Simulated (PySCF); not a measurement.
## Magnetic susceptibility: SMILES C1(OC(C)=O)=CSC=C1, C₆H₆O₂S

Geometry:
```tsv
atom	x (Å)	y (Å)	z (Å)
C1	2.787	-0.762	-0.211
C2	1.362	-0.617	-0.676
O3	0.949	-0.943	-1.755
O4	0.624	-0.052	0.293
C5	-0.716	0.229	0.144
C6	-1.411	0.803	1.245
C7	-2.715	1.027	0.961
S8	-3.120	0.549	-0.639
C9	-1.511	0.032	-0.944
H10	2.821	-0.950	0.858
H11	3.268	-1.566	-0.760
H12	3.315	0.167	-0.418
H13	-0.934	1.026	2.182
H14	-3.470	1.445	1.595
H15	-1.252	-0.379	-1.897
```

Computed with PySCF, GIAO CAM-B3LYP/pcSseg-1 magnetisability, rotational g tensor and spin-rotation constants, non-relativistic, gas phase. Geometry: GFN2-xTB.

(1) How diamagnetic is it, and how anisotropic?

(2) Split it along the inertial axes a, b, c into diamagnetic and paramagnetic parts about the centre of mass, with the quadrupole moment.

(3) And the rotational g tensor?

## Answers

(1) Isotropic -1406 × 10⁻³⁰ J/T², or -84.6 × 10⁻⁶ cm³/mol; principal values -1937, -1197, -1083 × 10⁻³⁰ J/T², anisotropy 803 × 10⁻³⁰ J/T² (root of half the summed squared differences of the principal values). The susceptibility is in cgs units.

(2) 
| axis | χ (10⁻⁶ cm³/mol) | diamagnetic (10⁻⁶ cm³/mol) | paramagnetic (10⁻⁶ cm³/mol) | summed x² of all electrons (Å²) | quadrupole Θ (D Å) |
| --- | --- | --- | --- | --- | --- |
| a | -71.7 | -401.2 | 329.5 | 350.9 | +9.71 |
| b | -65.6 | -1549.6 | 1484.0 | 80.2 | -3.41 |
| c | -116.6 | -1828.7 | 1712.1 | 14.4 | -6.30 |

Anisotropies 2χaa − χbb − χcc = +38.7 and 2χbb − χaa − χcc = +57.2 × 10⁻⁶ cm³/mol. Θ is traceless in Buckingham's convention.

(3) 
| axis | rotational constant (GHz) | g | nuclear part | electronic part |
| --- | --- | --- | --- | --- |
| a | 4.1172 | -0.0682 | 0.5691 | -0.6373 |
| b | 0.8072 | -0.0128 | 0.5500 | -0.5627 |
| c | 0.6778 | +0.0061 | 0.5512 | -0.5452 |

Asymmetric top; isotopes 12C, 1H, 16O, 32S; no vibrational averaging.
